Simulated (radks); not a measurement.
Effect of the nuclear size on neutral gallium, [Ar] 3d10 4s2 4p1. All-electron calculation, Dirac Kohn-Sham, PBE, spin-unpolarised, spherical densities, finite nucleus; open shells are shared between the two j in proportion to 2j + 1; Fermi nuclear charge, rms radius 3.9973 fm. Program: a radial shooting solver on a logarithmic mesh with Libxc functionals. The rms radius is varied about that value; shifts are against it.

rms radius (fm)  total energy shift (eV)  density at nucleus (e/bohr^3)  1s1/2 shift (meV)  2s1/2 shift (meV)  3s1/2 shift (meV)  3p1/2 shift (meV)
3.5976                           -0.0536                      2.843e+04              -22.8              -2.20             -0.323              0.032
3.6455                           -0.0475                      2.841e+04              -20.2              -1.95             -0.286              0.028
3.9973                                 0                      2.825e+04              0.000              0.000              0.000              0.000
4.377                             0.0558                       2.81e+04               23.7               2.29              0.336             -0.033
4.6489                            0.0987                        2.8e+04               41.9               4.05              0.595             -0.059

Slopes of the eigenvalues against <r^2> in GHz/fm^2, as finite differences over the two radii next to the reference (eigenvalue slopes, not the field-shift constants of lines): 1s1/2 1810, 2s1/2 174, 3s1/2 25.6, 3p1/2 -2.54.
